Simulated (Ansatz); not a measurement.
Species: C3H3NO, charge 0, singlet. C3H3NO (1,3-oxazole, SMILES c1cocn1).
B3LYP-D3(BJ)/def2-TZVP minimum from Ansatz (an electronic-structure program):
```
C
C 1 1.3501
O 1 1.3690 2 107.83
C 3 1.3553 1 104.34 2 0.00
N 4 1.2880 3 114.35 1 0.00
H 1 1.0742 2 135.26 5 180.00
H 2 1.0762 1 129.08 6 0.00
H 4 1.0769 5 128.71 2 -180.00
```
Charge 0, spin multiplicity 1.

Total energies in cc-pVDZ, 26 correlated electrons, 5 frozen orbitals. UHF or UKS for unpaired electrons; spin-orbit terms are left out. Cores are frozen in correlated methods. No relativity.

```
method    program  energy (Eh)  minus CCSDT(Q) (mEh)
--------  -------  -----------  --------------------
HF         Ansatz   -244.65195                786.58
MP2        Ansatz   -245.38419                 54.34
CCSD       Ansatz   -245.40545                 33.07
CCSD(T)    Ansatz   -245.43557                  2.95
CCSDT(Q)   Ansatz   -245.43852                  0.00
```

Rough core times of Ansatz's runs on a shared machine: CCSD(T) under 20 s, CCSDT(Q) 20 min.
